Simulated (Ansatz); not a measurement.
`O[SiH](O)[CH2][GeH3]` + `S[SiH2]Cl` → `O[SiH](O)[SiH2]Cl` + `S[CH2][GeH3]`  (redistribution)

Isolated molecules relaxed with PBE0-D4/def2-TZVP in Ansatz; ΔE leaves out vibrations. CCSD(T)/CBS adds triple-zeta CCSD(T) − MP2 to the extrapolated MP2 energy (def2 sets, frozen cores). DFT in def2-TZVPP. B3LYP here is the variant with VWN-RPA as its local correlation; programs differ in this. For Ge outer-core shells are correlated without core-valence functions, which leaves a few kJ/mol of doubt a bond. Scalar relativity is left out up to krypton. One conformer a species, not always the lowest.

`O[SiH](O)[CH2][GeH3]`:

Cartesian coordinates in Å:
```
O -1.705 0.538 0.701
Si -1.035 -0.431 -0.450
O -1.798 -1.885 -0.558
C 0.748 -0.561 0.023
Ge 1.632 1.179 0.227
H -2.627 0.778 0.595
H -1.214 0.148 -1.803
H -1.758 -2.467 0.202
H 0.852 -1.099 0.971
H 1.282 -1.135 -0.739
H 1.240 2.110 -0.935
H 1.223 1.831 1.556
H 3.160 0.993 0.208
```

`S[SiH2]Cl`:

Z-matrix (Å, degrees):
```
Si
Cl 1 2.054
S 1 2.120 2 112.9
H 1 1.478 2 108.5 3 -116.6
H 1 1.479 2 106.5 3 122.3
H 3 1.344 1 94.3 2 70.4
```

`O[SiH](O)[SiH2]Cl`:

Cartesian coordinates in Å:
```
O 1.101 0.338 -1.678
Si 0.129 0.650 -0.399
O 1.013 1.445 0.739
Si -0.600 -1.428 0.400
Cl -1.684 -0.989 2.115
H 1.542 1.074 -2.106
H -1.037 1.502 -0.777
H 0.539 1.888 1.444
H -1.511 -2.144 -0.529
H 0.509 -2.335 0.791
```

`S[CH2][GeH3]`:

Cartesian coordinates in Å:
```
S -1.493 0.774 -1.231
C -0.794 0.333 0.377
Ge 0.892 -0.658 0.222
H -0.400 1.367 -1.739
H -1.538 -0.311 0.850
H -0.677 1.217 1.006
H 1.489 -0.932 1.616
H 1.881 0.195 -0.592
H 0.638 -1.985 -0.508
```

Question: Is it downhill or uphill in electronic energy at CCSD(T)/CBS, and by how much? (An estimate is asked.)

Answer: Computed: Uphill: ΔE = +150.2 kJ/mol.

Question: What do these levels give: r2SCAN-D4, PBE0-D4, r2SCAN, PBE0, B3LYP, HF/def2-TZVPP, MP2/def2-TZVPP, SCS-MP2/def2-TZVPP, HF/def2-QZVPP, SCS-MP2/def2-QZVPP, HF/CBS(def2), MP2/CBS(def2)? (Best estimate.)

Answer: Ansatz gave: r2SCAN-D4 150.4, PBE0-D4 142.5, r2SCAN 150.2, PBE0 141.9, B3LYP 141.3, HF/def2-TZVPP 149.7, MP2/def2-TZVPP 160.5, SCS-MP2/def2-TZVPP 154.3, HF/def2-QZVPP 149.1, SCS-MP2/def2-QZVPP 153.7, HF/CBS(def2) 149.0, MP2/CBS(def2) 159.6 kJ/mol.

Largest T1 diagnostic among the species: 0.011.

From PBE to PBE0 (25 % exact exchange), in def2-TZVPP and without D4, ΔE moves by +6.7 kJ/mol.
